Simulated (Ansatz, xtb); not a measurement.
Relative energy of two isomers of C6H6F2

Structure a: `C=C/C=C/C=C(F)F`, a singlet. Structure b: `FC1=CC[C@@]2(F)C[C@@H]12`, a singlet. Both are isolated molecules in the gas phase, relaxed with B3LYP/def2-SVP; the shapes shown needn't be the lowest conformers.

a (Å):

```xyz
14

C    -1.7759   -2.8456   -0.7427
C    -1.1704   -1.6450   -0.6904
C     0.0959   -1.3859   -0.0311
C     0.6943   -0.1709    0.0133
C     1.9576    0.0908    0.6702
C     2.5457    1.2939    0.7115
F     2.0580    2.3912    0.1646
F     3.6942    1.5446    1.3055
H    -1.3317   -3.7292   -0.2734
H    -2.7314   -2.9823   -1.2546
H    -1.6504   -0.7851   -1.1743
H     0.5849   -2.2386    0.4564
H     0.2035    0.6784   -0.4744
H     2.4877   -0.7219    1.1717
```

b (Å):

```tsv
atom	x (Å)	y (Å)	z (Å)
C	1.8398	-0.6949	0.1173
C	1.3259	0.5294	-0.0625
C	-0.1764	0.4964	0.1193
C	-0.4832	-0.9866	0.3155
C	-0.1885	-1.9742	-0.7589
C	0.8219	-1.7488	0.3705
F	3.1332	-1.0170	0.0620
F	-1.5023	-1.2675	1.1767
H	1.9006	1.4228	-0.3075
H	-0.4934	1.0495	1.0221
H	-0.7287	0.9269	-0.7337
H	0.0572	-1.6351	-1.7702
H	-0.7586	-2.9054	-0.6966
H	1.0140	-2.5516	1.0874
```

Task: Estimate which is lower in electronic energy at CCSD(T)/def2-SVP + ΔMP2/def2-TZVPP, and by roughly how much.

Result: Too close to call at this level: CCSD(T)/def2-SVP + ΔMP2/def2-TZVPP gives E(b) − E(a) = −0.08 kJ/mol.

How the difference moves with the method:

| level | geometry | E(b) − E(a) (kJ/mol) | departure from the last row (kJ/mol) | job, with rough time for the two |
| --- | --- | --- | --- | --- |
| GFN2-xTB | GFN2-xTB | −95.58 | −95.50 | optimisation, 0.12 s |
| HF/STO-3G | GFN2-xTB | −156.72 | −156.64 | single point, 0.36 s |
| r2SCAN-D4/def2-SVP | GFN2-xTB | −4.61 | −4.53 | single point, 3.6 s |
| B3LYP/def2-SVP | B3LYP/def2-SVP | +20.87 | +20.95 | optimisation, 32 s |
| HF/def2-SVP | B3LYP/def2-SVP | +10.00 | +10.08 | part of the CCSD(T) run |
| MP2/def2-SVP | B3LYP/def2-SVP | −18.62 | −18.54 | part of the CCSD(T) run |
| CCSD(T)/def2-SVP | B3LYP/def2-SVP | −2.12 | −2.03 | single point |
| CCSD(T)/def2-SVP + ΔMP2/def2-TZVPP | B3LYP/def2-SVP | −0.08 |  | single point, 85 s |

As drawn, b has 4 C–C in place of 2 C=C. Structure a has no ring, b a 3-membered ring and a 5-membered ring.

The largest departure from CCSD(T)/def2-SVP + ΔMP2/def2-TZVPP is that of HF/STO-3G, 156.64 kJ/mol. The last row adds to CCSD(T) the change of the MP2 difference between the two basis sets, here +2.03 kJ/mol.

With thermal terms from frequencies at re-optimised GFN2-xTB minima (ideal gas, soft modes damped towards free rotors, one conformer each, 298.15 K, 1 atm): the zero-point term adds +9.89 kJ/mol; ΔH is +4.78 and ΔG +17.64 kJ/mol.

The correlated steps freeze 8 core orbitals. Mirror images aren't counted in ΔG. Codes used: Ansatz 0.2.0, xtb 6.7.1; the last row on 4 threads of Arm Neoverse V1 on a shared host.
